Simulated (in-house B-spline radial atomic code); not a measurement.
Removal energies of one electron outside the 1s2 core along the 3-electron series, with the parts due to correlation (partial-wave tail included) and to Breit and QED terms, both contained in the total; recoil is left out. Computed with an all-electron radial atomic-structure program (B-spline basis): frozen-core Dirac-Hartree-Fock with a screened correlation potential.

```csv
ion,Z,removal energy of 3s1/2 (eV),correlation part of 3s1/2 (eV),Breit and QED part of 3s1/2 (eV),removal energy of 3p1/2 (eV),correlation part of 3p1/2 (eV),Breit and QED part of 3p1/2 (eV)
I50+,53,4123.31,0.051501,-3.3063,4091.16,0.11038,-2.9667
Xe51+,54,4292.42,0.05123,-3.5255,4259.46,0.11112,-3.1564
Cs52+,55,4465.36,0.053139,-3.7551,4431.56,0.11224,-3.355
Ba53+,56,4642.16,0.052969,-3.9956,4607.52,0.11329,-3.5628
La54+,57,?,?,?,?,?,?
Ce55+,58,5007.52,0.053113,-4.5105,4971.16,0.11732,-4.0071
Pr56+,59,?,?,?,?,?,?
Nd57+,60,5388.83,0.052663,-5.073,5350.69,0.11917,-4.4921
Pm58+,61,5585.57,0.053064,-5.3732,5546.52,0.12145,-4.7506
```

(1) Fill in the row of La54+.

(2) Fill in the row of Pr56+.

Results:

(1) removal energy of 3s1/2 (eV): 4822.87; correlation part of 3s1/2 (eV): 0.053332; Breit and QED part of 3s1/2 (eV): -4.2473; removal energy of 3p1/2 (eV): 4787.38; correlation part of 3p1/2 (eV): 0.11641; Breit and QED part of 3p1/2 (eV): -3.78.

(2) removal energy of 3s1/2 (eV): 5196.16; correlation part of 3s1/2 (eV): 0.052914; Breit and QED part of 3s1/2 (eV): -4.7856; removal energy of 3p1/2 (eV): 5158.92; correlation part of 3p1/2 (eV): 0.11826; Breit and QED part of 3p1/2 (eV): -4.2442.
